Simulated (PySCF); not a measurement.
A GIAO shielding run with PySCF 2.14 (density fitting, non-relativistic, gas phase) on `F[SiH2]N([SiH2][SiH3])C1CC1`, C$_{3}$H$_{12}$FNSi$_{3}$:

```
$ OMP_NUM_THREADS=1 python probes_run.py task.json out

{"job": {"kind": "nmr", "xc": "PBE0", "basis": "pcSseg-1"}, "charge": 0, "multiplicity": 1}
F      1.088217     2.051622     1.948119
Si    -0.278988     1.733798     1.161903
N     -0.192663     0.066316     0.758231
Si     1.299461    -0.870088     0.799553
Si     2.758889    -0.128930    -0.828783
C     -1.371192    -0.596291     0.290887
C     -1.478789    -1.021408    -1.143230
C     -2.344204     0.085417    -0.618003
H     -1.367043     1.999582     2.088725
H     -0.215551     2.635136     0.015671
H      1.804964    -0.782573     2.176260
H      0.827493    -2.253513     0.621203
H      3.331898     1.194497    -0.566780
H      3.889931    -1.052862    -0.974942
H      2.157515    -0.036037    -2.170221
H     -1.794309    -1.275802     1.026434
H     -0.669351    -0.749748    -1.803420
H     -1.931652    -1.974499    -1.370239
H     -2.122284     1.090251    -0.939411
H     -3.397490    -0.104188    -0.474994
```

Hardware: 1 thread of an Arm Neoverse V1, shared host. The job also computes population analyses, field gradients, ring-centre shieldings.

(1) How large is the calculation?

(2) How long does it take, and how much memory does it need?

Answers

(1) 88 electrons, 217 basis functions and 1193 auxiliary functions.

(2) 46 s of wall time, with 12 SCF cycles and 4 response iterations; peak memory 0.9 GiB. Times on a shared host scatter by some tens of per cent.
